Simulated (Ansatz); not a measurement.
`[OH2+][Au-][Cl]`, 5 atoms. Total charge 0; spin multiplicity 1. Correlated methods include outer-core shells of Au, which these sets cover unevenly. Au takes the def2 core potential. Hardware: A = 2 threads of a server CPU on a shared host; B = 2 threads of an AMD EPYC 7R13 on a shared host and a share of an NVIDIA H100 80 GB. Correlated methods freeze the cores. Open-shell runs search over several starts.

Give the basis size and wall time and peak host memory of each of these runs in Ansatz. RKS PBE0-D4/def2-QZVPP energy [A]; UKS PBE-D4/def2-TZVPP energy of the cation [A]; RHF-CCSD(T)/def2-TZVPP energy [B]; RKS ωB97M-V/def2-SVP energy [A]; UKS B3LYP-D4/def2-TZVPP energy of the cation [A]; direct RPA on PBE orbitals/def2-TZVPP energy [A]; UKS ωB97M-V/def2-TZVPP energy of the cation [A]; UHF-CCSD(T)/def2-TZVPP energy of the cation [B]; RHF-CCSD(T)/def2-SVP energy [A]; UKS B2PLYP (frozen core)/def2-TZVPP energy of the cation [A]; UKS r2SCAN-D4/def2-TZVPP energy of the cation [A]; RKS PBE0-D4/def2-TZVP relaxation (5 steps) [A]. (Estimate.)

The calculation gave: Other jobs shared the machine, so times are rough.

```json
{"level": "direct RPA on PBE orbitals/def2-TZVPP", "job": "energy [A]", "functions": "157", "wall time": "5.5 s", "peak host memory (GiB)": "0.41"}
{"level": "RHF-CCSD(T)/def2-SVP", "job": "energy [A]", "functions": "74", "wall time": "6 s", "peak host memory (GiB)": "0.41"}
{"level": "RKS ωB97M-V/def2-SVP", "job": "energy [A]", "functions": "74", "wall time": "6 s", "peak host memory (GiB)": "0.41"}
{"level": "RKS PBE0-D4/def2-QZVPP", "job": "energy [A]", "functions": "275", "wall time": "7 s", "peak host memory (GiB)": "0.62"}
{"level": "RHF-CCSD(T)/def2-TZVPP", "job": "energy [B]", "functions": "157", "wall time": "9.1 s", "peak host memory (GiB)": "0.79"}
{"level": "UHF-CCSD(T)/def2-TZVPP", "job": "energy of the cation [B]", "functions": "157", "wall time": "11 s", "peak host memory (GiB)": "0.82"}
{"level": "RKS PBE0-D4/def2-TZVP", "job": "relaxation (5 steps) [A]", "functions": "120", "wall time": "19 s", "peak host memory (GiB)": "0.41"}
{"level": "UKS PBE-D4/def2-TZVPP", "job": "energy of the cation [A]", "functions": "157", "wall time": "21 s", "peak host memory (GiB)": "0.41"}
{"level": "UKS B3LYP-D4/def2-TZVPP", "job": "energy of the cation [A]", "functions": "157", "wall time": "22 s", "peak host memory (GiB)": "0.6"}
{"level": "UKS r2SCAN-D4/def2-TZVPP", "job": "energy of the cation [A]", "functions": "157", "wall time": "44 s", "peak host memory (GiB)": "0.45"}
{"level": "UKS B2PLYP (frozen core)/def2-TZVPP", "job": "energy of the cation [A]", "functions": "157", "wall time": "59 s", "peak host memory (GiB)": "0.5"}
{"level": "UKS ωB97M-V/def2-TZVPP", "job": "energy of the cation [A]", "functions": "157", "wall time": "62 s", "peak host memory (GiB)": "0.79"}
```

B3LYP here is the variant with VWN-RPA as its local correlation; programs differ in this.
